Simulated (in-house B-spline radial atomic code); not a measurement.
Atomic self-consistent-field run: the aluminium ion Al⁺. Computed with an all-electron radial atomic-structure program (B-spline basis): non-relativistic PBE0, spin-polarised, spherical fractional occupations, exact exchange averaged over the configuration, point nucleus.

Command:
```bash
python run_scf.py task.json out
```
Settings:
```
Z                13
configuration    [Ne] 3s2
hamiltonian      nr
method           pbe0
spin_polarised   True
exact_exchange   averaged over the configuration
```

Output (hartree, bohr):
```
 radial grid: 50 intervals, B-splines of order 8, outer radius 40.5882 bohr

 iter        energy (Eh)    residual
    1        -241.574078    2.09e-01
    2        -241.927713    7.48e-02
    3        -242.026085    1.76e-02
    4        -242.032146    3.82e-03
    5        -242.032405    2.32e-03
    6        -242.032507    5.00e-05
    7        -242.032507    4.78e-06
    8        -242.032507    9.73e-08

 total energy                      -242.03251
 kinetic                             241.6542
 electron-nucleus                   -574.5280
 Hartree                             109.0730
 exact exchange                       -4.4673
 exchange-correlation                -13.7644

 orbital      occ     eigenvalue          <r>       <r^2>       <1/r>     <1/r^2>       r_max
 1s up      1.000       -56.4955     0.120459   0.0195323     12.5805     320.076     0.07871
 1s down    1.000       -56.4955     0.120459   0.0195323     12.5805     320.076     0.07871
 2s up      1.000        -4.5140      0.62518    0.467936     2.33615     22.6892      0.4974
 2s down    1.000        -4.5140      0.62518    0.467936     2.33615     22.6892      0.4974
 2p up      3.000        -3.0419     0.602316    0.460175     2.20756     6.95408      0.4299
 2p down    3.000        -3.0419     0.602316    0.460175     2.20756     6.95408      0.4299
 3s up      1.000        -0.5784      2.38851     6.56929    0.557886     1.78625       2.026
 3s down    1.000        -0.5784      2.38851     6.56929    0.557886     1.78625       2.026
```

Run time, properties included: 0.24 s on 1 thread of Intel(R) Xeon(R) 6975P-C, on a shared host.
